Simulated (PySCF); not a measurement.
## ¹⁷O chemical shifts

Rapidly exchanging positions averaged, single conformer, non-relativistic Hamiltonian, no solvent model. Geometry: GFN2-xTB; GIAO PBE0/pcSseg-1 shieldings; PySCF 2.14.

Shieldings were converted by a linear fit to measured shifts: ¹⁷O (scatter 10.7 ppm rms, 12.2 ppm with the 3 outliers that the fit left out vs liquid water, solution or neat liquid). Occasional misses reach two or three times the rms, and more in compound classes unlike the fitted ones.

(1) Give the ¹⁷O shifts of `CCC[C@@]([SiH3])(C#N)C=O`, `C[Si]1(C)C[C@H](C#N)CO1`, `O=CO[Si@@H]1NC[Si@@H](O)N1`, `CO[Si@](N)(O)C(C)C`, `C=CCN[Si@@H]1C=CCO1`.

(2) Order these by ¹⁷O shift, lowest first.
A. COCC[Si@H](F)CF
B. C=N[C@@H]1C[SiH2]C(=C)CO1
C. CC[SiH2]/C=C(\C#N)OC
D. C[C@@H]([SiH3])[C@@](C)(C#N)C=O
E. CC[Si@H]1C(=O)C=C1CN

Results:

(1) 
```json
{"compound": "CCC[C@@]([SiH3])(C#N)C=O", "environment": "aldehyde oxygen", "δ (ppm)": "574.0"}
{"compound": "C[Si]1(C)C[C@H](C#N)CO1", "environment": "oxygen bonded to C, Si, in a 5-membered ring", "δ (ppm)": "4.1"}
{"compound": "[O:1]=[CH:2][O:3][Si@@H:4]1[NH:5][CH2:6][Si@@H:7]([OH:8])[NH:9]1", "environment": "O1: carbonyl oxygen", "δ (ppm)": "375.6"}
{"compound": "[O:1]=[CH:2][O:3][Si@@H:4]1[NH:5][CH2:6][Si@@H:7]([OH:8])[NH:9]1", "environment": "O3: oxygen bonded to C, Si", "δ (ppm)": "185.2"}
{"compound": "[O:1]=[CH:2][O:3][Si@@H:4]1[NH:5][CH2:6][Si@@H:7]([OH:8])[NH:9]1", "environment": "O8: oxygen bonded to Si, H", "δ (ppm)": "10.1"}
{"compound": "[CH3:1][O:2][Si@:3]([NH2:4])([OH:5])[CH:6]([CH3:7])[CH3:8]", "environment": "O5: oxygen bonded to Si, H", "δ (ppm)": "2.6"}
{"compound": "[CH3:1][O:2][Si@:3]([NH2:4])([OH:5])[CH:6]([CH3:7])[CH3:8]", "environment": "O2: oxygen bonded to C, Si", "δ (ppm)": "-24.1"}
{"compound": "C=CCN[Si@@H]1C=CCO1", "environment": "oxygen bonded to C, Si, in a 5-membered ring", "δ (ppm)": "-1.6"}
```

(2) A (-3.7 ppm, ether oxygen), B (29.6 ppm, ether oxygen), C (68.2 ppm, ether oxygen), D (589.6 ppm, aldehyde oxygen), E (640.0 ppm, carbonyl oxygen).
